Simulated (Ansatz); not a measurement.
The cluster Pb₃O₄⁺. Charge 1, multiplicity 4. Geometry PBE0-D4/def2-SVP; atoms count from 1.

```tsv
atom	x (Å)	y (Å)	z (Å)
Pb1	-0.175	1.194	2.100
Pb2	-0.619	-1.778	0.598
Pb3	2.590	0.307	-0.737
O4	-1.465	-0.450	1.978
O5	0.860	-0.074	0.555
O6	-0.168	0.787	-2.390
O7	-1.022	0.014	-2.105
```

In the def2 sets Pb takes a core potential; there is no spin–orbit coupling. The structure holds one bond between oxygen atoms, so isomers without such links may lie far lower. In the quartet geometry the species has come apart into loosely held pieces. At PBE0-D4/def2-TZVP a doublet of charge 1 lies 1.21 eV below the quartet, each at its own geometry. The structure comes from a short search, and lower isomers may exist.

(1) Estimate the Mulliken populations from the PBE0/def2-TZVP orbitals of Ansatz.

(2) Where does the spin sit?

(3) And the Mayer bond orders between bonded heavy atoms (over 0.3)?

## Answers

(1) 
```json
{"atom": "Pb1", "charge (e)": "1.02", "spin (α − β)": "0.00"}
{"atom": "Pb2", "charge (e)": "1.01", "spin (α − β)": "0.01"}
{"atom": "Pb3", "charge (e)": "0.58", "spin (α − β)": "1.00"}
{"atom": "O4", "charge (e)": "-0.73", "spin (α − β)": "0.01"}
{"atom": "O5", "charge (e)": "-0.91", "spin (α − β)": "-0.01"}
{"atom": "O6", "charge (e)": "0.02", "spin (α − β)": "1.00"}
{"atom": "O7", "charge (e)": "0.02", "spin (α − β)": "0.99"}
```
Mulliken values and Mayer orders depend strongly on the basis.

(2) Summed by element: Pb 1.02, O 1.98, of 3 unpaired in all. Largest on single atoms: Pb3 1.00, O6 1.00, O7 0.99.

(3) Pb1–O4 0.95 (2.09 Å); Pb1–O5 0.51 (2.25 Å); Pb2–O4 0.95 (2.09 Å); Pb2–O5 0.49 (2.26 Å); Pb3–O5 0.61 (2.19 Å); O6–O7 1.81 (1.19 Å).
